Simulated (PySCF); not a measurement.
H9SbSi3, singlet, at a GFN2-xTB geometry (all electrons, no relativity), with bond 9-6 at 1.4 times its length; CASSCF(8,7)/STO-3G (PySCF).

The PySCF input:
```python
from pyscf import gto, scf, mcscf
import numpy

mol = gto.Mole()
mol.atom = '''
    Sb   -0.000941   -0.006251    1.385750
    Si   -1.321444   -1.708942    0.056325
    H    -1.212854   -1.557152   -1.394044
    H    -2.733008   -1.608391    0.411631
    H    -0.859527   -3.049479    0.400739
    Si   -0.820950    2.010357    0.092977
    H    -0.759554    1.862390   -1.360525
    H    -0.020133    3.174194    0.457809
    H    -2.762889    2.388970    0.601320
    Si    2.146897   -0.291072    0.075303
    H     1.978543   -0.245516   -1.376597
    H     2.748177   -1.576526    0.414723
    H     3.084124    0.762683    0.449659
'''
mol.basis = 'sto-3g'
mol.charge = 0
mol.spin = 0
mol.verbose = 4
mol.build()

mf = scf.RHF(mol)
mf.kernel()
mc = mcscf.CASSCF(mf, 7, 8)
mc.fix_spin_(ss=0.0)
mc.kernel()
occ = numpy.linalg.eigvalsh(mc.fcisolver.make_rdm1(mc.ci, mc.ncas, mc.nelecas))[::-1]
ss = mc.fcisolver.spin_square(mc.ci, mc.ncas, mc.nelecas)[0]
print('natural occupations', occ.round(4), ' <S^2>', round(ss, 4))
```

Question: Predict the main parts of the log of this PySCF run.

Answer: 
```
PySCF version 2.14.0

[INPUT] verbose = 4
[INPUT] num. atoms = 13
[INPUT] num. electrons = 102
[INPUT] charge = 0
[INPUT] spin (= nelec alpha-beta = 2S) = 0
[INPUT] symmetry False subgroup None
[INPUT] Mole.unit = angstrom
[INPUT] Symbol           X                Y                Z      unit          X                Y                Z       unit  Magmom
[...]
nuclear repulsion = 682.264418737428
number of shells = 35
number of NR pGTOs = 189
number of NR cGTOs = 63
basis = sto-3g
ecp = {}

******** <class 'pyscf.scf.hf.RHF'> ********
method = RHF
initial guess = minao
damping factor = 0
level_shift factor = 0
DIIS = <class 'pyscf.scf.diis.CDIIS'>
diis_start_cycle = 1
diis_space = 8
diis_damp = 0
SCF conv_tol = 1e-09
SCF conv_tol_grad = None
SCF max_cycles = 50
direct_scf = True
direct_scf_tol = 1e-13
Set gradient conv threshold to 3.16228e-05
Initial guess from minao.
init E= -7093.78043567112
[...]
cycle= 1 E= -7113.23135064482  delta_E= -19.5  |g|= 0.47  |ddm|= 3.82
[...]
cycle= 2 E= -7113.38005263941  delta_E= -0.149  |g|= 0.0841  |ddm|= 1.43
[...]
cycle= 3 E= -7113.38370237424  delta_E= -0.00365  |g|= 0.018  |ddm|= 0.199
[...]
cycle= 4 E= -7113.38396319407  delta_E= -0.000261  |g|= 0.00352  |ddm|= 0.0575
[...]
cycle= 5 E= -7113.38397219942  delta_E= -9.01e-06  |g|= 0.000505  |ddm|= 0.0118
[...]
cycle= 6 E= -7113.38397241934  delta_E= -2.2e-07  |g|= 0.000121  |ddm|= 0.0019
[...]
cycle= 7 E= -7113.383972434  delta_E= -1.47e-08  |g|= 1.81e-05  |ddm|= 0.000572
[...]
cycle= 8 E= -7113.38397243443  delta_E= -4.3e-10  |g|= 1.77e-06  |ddm|= 9.69e-05
[...]
Extra cycle  E= -7113.38397243444  delta_E= -7.28e-12  |g|= 5.41e-07  |ddm|= 5.83e-06
converged SCF energy = -7113.38397243444

******** <class 'pyscf.mcscf.mc1step.CASSCF'> ********
CAS (4e+4e, 7o), ncore = 47, nvir = 9
max_cycle_macro = 50
max_cycle_micro = 4
conv_tol = 1e-07
conv_tol_grad = None
orbital rotation max_stepsize = 0.02
orbital rotation threshold for CI restart = 0.01
augmented hessian ah_max_cycle = 30
augmented hessian ah_conv_tol = 1e-12
augmented hessian ah_linear dependence = 1e-14
augmented hessian ah_level shift = 1e-08
augmented hessian ah_start_tol = 2.5
augmented hessian ah_start_cycle = 3
augmented hessian ah_grad_trust_region = 3
kf_trust_region = 3
kf_interval = 4
ci_response_space = 4
ci_grad_trust_region = 3
with_dep4 0
natorb = False
canonicalization = True
sorting_mo_energy = False
ao2mo_level = 2
internal_rotation = False
[...]
CASCI E = -7113.43407067705  S^2 = 0.0000000
[...]
macro iter   3 ( 21 JK    4 micro), CASSCF E = -7113.44855250088  dE = -4.27888763e-04  S^2 = 0.0000000
               |grad[o]|=0.00414  |grad[c]|=0.00899  |ddm|=0.0153  |maxRot[o]|=0.111
macro iter   4 (  7 JK    2 micro), CASSCF E = -7113.44884715494  dE = -2.94654065e-04  S^2 = 0.0000000
               |grad[o]|=0.00222  |grad[c]|=0.00414  |ddm|=0.00444  |maxRot[o]|=0.0698
macro iter   5 (  7 JK    2 micro), CASSCF E = -7113.44907390780  dE = -2.26752857e-04  S^2 = 0.0000000
               |grad[o]|=0.00172  |grad[c]|=0.00492  |ddm|=0.00385  |maxRot[o]|=0.0698
macro iter   6 (  7 JK    2 micro), CASSCF E = -7113.44923771925  dE = -1.63811449e-04  S^2 = 0.0000000
               |grad[o]|=0.00126  |grad[c]|=0.00559  |ddm|=0.00314  |maxRot[o]|=0.0698
macro iter   7 (  7 JK    2 micro), CASSCF E = -7113.44934024932  dE = -1.02530065e-04  S^2 = 0.0000000
               |grad[o]|=0.000862  |grad[c]|=0.00596  |ddm|=0.00234  |maxRot[o]|=0.0698
macro iter   8 ( 15 JK    4 micro), CASSCF E = -7113.44930848728  dE =  3.17620343e-05  S^2 = 0.0000000
               |grad[o]|=0.000518  |grad[c]|=0.0263  |ddm|=0.00448  |maxRot[o]|= 0.15
macro iter   9 ( 21 JK    4 micro), CASSCF E = -7113.44935196203  dE = -4.34747508e-05  S^2 = 0.0000000
               |grad[o]|=0.00188  |grad[c]|=0.00156  |ddm|=0.000493  |maxRot[o]|=0.0203
macro iter  10 ( 17 JK    4 micro), CASSCF E = -7113.44937334089  dE = -2.13788562e-05  S^2 = 0.0000000
               |grad[o]|=0.000481  |grad[c]|=0.00194  |ddm|=0.000427  |maxRot[o]|=0.0383
macro iter  11 (  4 JK    1 micro), CASSCF E = -7113.44938041714  dE = -7.07625441e-06  S^2 = 0.0000000
               |grad[o]|=0.000158  |grad[c]|=0.00136  |ddm|=0.000331  |maxRot[o]|=0.0296
macro iter  12 (  6 JK    1 micro), CASSCF E = -7113.44938089033  dE = -4.73189175e-07  S^2 = 0.0000000
               |grad[o]|=7.54e-05  |grad[c]|=0.000333  |ddm|=0.000115  |maxRot[o]|=0.00638
macro iter  13 (  1 JK    1 micro), CASSCF E = -7113.44938089050  dE = -1.63709046e-10  S^2 = 0.0000000
               |grad[o]|=2.73e-05  |grad[c]|=1.75e-05  |ddm|=    0  |maxRot[o]|=    0
1-step CASSCF converged in  13 macro (155 JK  35 micro) steps
CASSCF canonicalization
Density matrix diagonal elements [1.94004774 1.97750589 1.92096294 1.98924552 0.09945452 0.02176208
 0.05102132]
CASSCF energy = -7113.44938089050
CASCI E = -7113.44938089050  E(CI) = -9.79897559127403  S^2 = 0.0000000
natural occupations [1.9964 1.9794 1.9746 1.878  0.1224 0.0283 0.0208]  <S^2> 0.0
```
